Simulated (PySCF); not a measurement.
Input for PySCF: R-HF/3-21G on H5NSeSi (SMILES N[Se][SiH3]), a point of a torsion scan.

```python
from pyscf import gto, scf, dft, mp
from pyscf.data.elements import chemcore

mol = gto.M(
    atom='''
    N     1.71257564   -0.13098986   -0.04705506
    Se    0.45496312   -0.10342525    1.36942344
    Si   -0.40278098   -2.17906595    1.03406832
    H     2.48648241    0.46352819    0.24773757
    H     2.10207096   -1.07267058   -0.09473081
    H    -1.09767936   -2.26299558   -0.24734200
    H     0.72065009   -3.11960527    1.04720109
    H    -1.28856898   -2.37272846    2.17194639
    ''',
    basis='3-21g',
    charge=0, spin=0, verbose=3, max_memory=1800)
mf = scf.RHF(mol)
mf.conv_tol = 1e-8
mf.max_cycle = 100
mf.kernel()
if not mf.converged:
    mf = mf.newton().run(mf.mo_coeff, mf.mo_occ)
```

Output:

```
converged SCF energy = -2732.88166778467
```

Self-consistency was reached.

Cost: roughly 0.4 core-seconds.
